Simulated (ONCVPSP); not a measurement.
# Ir (Z = 77): one change to an ONCV potential, before and after

```json
{"Element": "Ir (Z = 77)", "Generator": "ONCVPSP 4.0.1", "Type": "optimised norm-conserving Vanderbilt (ONCV)", "Functional": "LDA (Perdew-Wang 92)", "Relativity": "fully relativistic", "Frozen core": "[Xe] 4f14", "Valence charge": "9", "Reference configuration": "5d7 6s1 (charge +1)", "Partial waves": "6s: rc 2.50 bohr, ncon 3, nbas 6, qcut 2.8 1/bohr, 2 projectors, debl 3.8 Ha; p scattering state at 0.05 Ha: rc 2.05 bohr, ncon 3, nbas 7, qcut 3.8 1/bohr, 2 projectors, debl 0.6 Ha; 5d: rc 2.15 bohr, ncon 4, nbas 9, qcut 6.7 1/bohr, 3 projectors, debl 2.7 Ha", "Local potential": "polynomial inside 1.75 bohr (lpopt 5, dvloc0 2 Ha)", "Core correction": "Teter function, fcfact 3, rcfact 1.75"}
```

Open shells are filled in proportion to 2j + 1.

Change: core correction Teter function, fcfact 7, rcfact 1.75.

Cutoffs: the cutoffs (Ha) at which the residual kinetic energy of the hardest occupied pseudo-wave falls to 1 and 0.1 mHa per electron; they do not see the model core or the augmentation charge, which bear on the density cutoff. Errors are all-electron minus pseudo energies relative to the spin-unpolarised reference configuration.

**Question.** How do hardness, ghosts and transferability respond?

**Answer.** The potential gets neither clearly harder nor softer (16 Ha and 19 Ha → 16 Ha and 19 Ha); both files keep a bound ghost (p); of the 4 tests that both files solve, the error grows in 4 and shrinks in 0 by more than 15 % and 0.3 meV (median size 88.3 → 130.5 meV). A model core, the more so a compact one, raises the density cutoff, which this test does not measure.

```csv
quantity,base,changed
"cutoff, loose",16 Ha,16 Ha
"cutoff, tight",19 Ha,19 Ha
bound ghosts,"p3/2, p1/2","p3/2, p1/2"
GHOST(+) flags under 300 eV,s at 57.7 eV,s at 57.7 eV
"error for 5d7 6s2, meV [ΔE -10.18 eV]",-37,-63
"error for 5d7 6s0, meV [ΔE 17.85 eV]",-74,-123
"error for 5d6 6s0, meV [ΔE 48.68 eV]",-299,-471
"error for 5d6 6s2 6p1, meV [ΔE -3.05 eV]",-103,-138
s: phases at 2.53 bohr within 0.05 rad from the reference energy up to (Ha; the scan ends near 5),1.5,1.5
p3/2: phases at 2.08 bohr within 0.05 rad from the reference energy up to (Ha; the scan ends near 5),to the end of the scan,to the end of the scan
p1/2: phases at 2.08 bohr within 0.05 rad from the reference energy up to (Ha; the scan ends near 5),to the end of the scan,to the end of the scan
d5/2: phases at 2.18 bohr within 0.05 rad from the reference energy up to (Ha; the scan ends near 5),to the end of the scan,to the end of the scan
d3/2: phases at 2.18 bohr within 0.05 rad from the reference energy up to (Ha; the scan ends near 5),to the end of the scan,to the end of the scan
"rms error of d²Exc/dni dnj with the model core, mHa",2.01,1.87
```

 A true bound ghost makes a file unfit for plane-wave use even where its test errors are small: the radial tests pick states by their node count and pass the ghost by.
